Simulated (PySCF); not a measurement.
## Worked example: chemical shift, span and skew from a shielding tensor

Be(OH)(OMe) (CH₄BeO₂), SMILES C[O][Be][OH]. Atoms are numbered in the order given.

```xyz
8

Be     0.3982     0.1229     0.6701
O      1.2148     0.3847     1.7962
H      2.0873     0.7352     1.9531
O     -0.4445    -0.1523    -0.4059
C     -1.0345    -0.3255    -1.6304
H     -1.1131     0.6280    -2.1853
H     -0.4649    -1.0315    -2.2631
H     -2.0575    -0.7300    -1.5256
```
Charge 0, spin multiplicity 1.

The structure is a stationary point at PBE0-D3(BJ)/def2-SVP. Other conformers were not sampled.

GIAO shieldings from KT2/pcSseg-2 (PySCF), non-relativistic, no solvent. The symmetric part of the tensor of C5 has the principal values 97.7, 98.6, 183.8 ppm. The same nucleus in TMS has σ = 184.2 ppm at this level (PySCF, at its B3LYP-D3(BJ)/def2-TZVP geometry).

Problem. Work out the isotropic shielding, the ¹³C shift against TMS, the span and the skew.

Solution. 
σ(iso) = (σ11 + σ22 + σ33)/3 = 126.7 ppm. δ = σ(ref) − σ(iso) = 184.2 − (126.7) = 57.5 ppm.
Span Ω = σ33 − σ11 = 86.1 ppm. Skew κ = 3(σ(iso) − σ22)/Ω = 0.98, an axial tensor. Tumbling in solution averages the tensor to δ; in a static solid the shielding alone would spread this spin-1/2 line over Ω.
